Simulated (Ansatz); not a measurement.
C$_{3}$H$_{3}$NSZn (`S=CN1C=[C]1[ZnH]`), 9 atoms. Charge 0, multiplicity 1. For Zn the d shell is correlated and the shells below it are frozen. Scalar relativity is left out up to krypton. All runs use 4 threads of an Arm Neoverse V1 on a shared host. Correlated methods freeze the cores.

Give the basis size and wall time and peak host memory of each of these runs in Ansatz. RHF-CCSD(T) with 3s3p of Cu, Zn/def2-TZVPP energy; RKS PBE0-D4/def2-TZVP frequencies; RKS PBE0-D4/def2-QZVPP energy; RKS r2SCAN-D4/def2-TZVPP energy and forces; RKS PBE0-D4/def2-SVP energy; RKS ωB97M-V/def2-SVP energy; RHF-MP2 with 3s3p of Cu, Zn/def2-QZVPP energy; RKS PBE0-D4/def2-TZVP relaxation (17 steps); RKS ωB97M-V/def2-TZVPP energy and forces; RHF-CCSD(T) with 3s3p of Cu, Zn/def2-SVP energy; RKS ωB97X-V/def2-TZVPP energy; RKS revPBE-D4/def2-TZVPP energy. (An estimate is asked.)

Computed: Other jobs shared the machine, so times are rough.

| level | job | functions | wall time | peak host memory (GiB) |
| --- | --- | --- | --- | --- |
| RKS PBE0-D4/def2-SVP | energy | 120 | 1.6 s | 0.26 |
| RKS revPBE-D4/def2-TZVPP | energy | 272 | 2.9 s | 0.4 |
| RKS r2SCAN-D4/def2-TZVPP | energy and forces | 272 | 7 s | 0.42 |
| RKS ωB97M-V/def2-SVP | energy | 120 | 7.5 s | 0.4 |
| RHF-CCSD(T) with 3s3p of Cu, Zn/def2-SVP | energy | 120 | 11 s | 0.62 |
| RKS ωB97X-V/def2-TZVPP | energy | 272 | 12 s | 1 |
| RKS PBE0-D4/def2-QZVPP | energy | 488 | 13 s | 2.2 |
| RKS ωB97M-V/def2-TZVPP | energy and forces | 272 | 18 s | 1.2 |
| RHF-MP2 with 3s3p of Cu, Zn/def2-QZVPP | energy | 488 | 39 s | 3.2 |
| RKS PBE0-D4/def2-TZVP | relaxation (17 steps) | 227 | 95 s | 0.73 |
| RKS PBE0-D4/def2-TZVP | frequencies | 227 | 3.6 min | 0.75 |
| RHF-CCSD(T) with 3s3p of Cu, Zn/def2-TZVPP | energy | 272 | 5.2 min | 7.1 |
